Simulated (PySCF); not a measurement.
OY (SMILES [O]=[Y]), doublet, geometry from GFN2-xTB (such geometries of metal compounds can be far from the true shape) (core potentials on Y).

The PySCF input:
```python
from pyscf import gto, scf, dft

mol = gto.Mole()
mol.atom = '''
    Y    -0.00000000   -0.00000000   -0.32092405
    O     0.00000000    0.00000000    1.56450476
'''
mol.basis = 'def2-qzvpp'
mol.ecp = {'Y': 'def2-qzvpp'}
mol.spin = 1
mol.verbose = 4
mol.build()

mf = dft.UKS(mol)
mf.xc = 'camb3lyp'
mf = mf.density_fit(auxbasis='def2-universal-jkfit')
mf.kernel()
mf.analyze()
```

**Question.** What does this run give for the total energy, nuclear repulsion energy, dipole moment?

**Answer.** 
| Quantity | Result |
|---|---|
| total energy | -113.5204 Eh |
| nuclear repulsion energy | 24.6987 Eh |
| dipole moment | 5.79 D |

These values belong to the state on which the SCF converged, which isn't shown to be the lowest.

**Question.** Roughly what does it cost on one core?

**Answer.** around 13 core-seconds (rough).
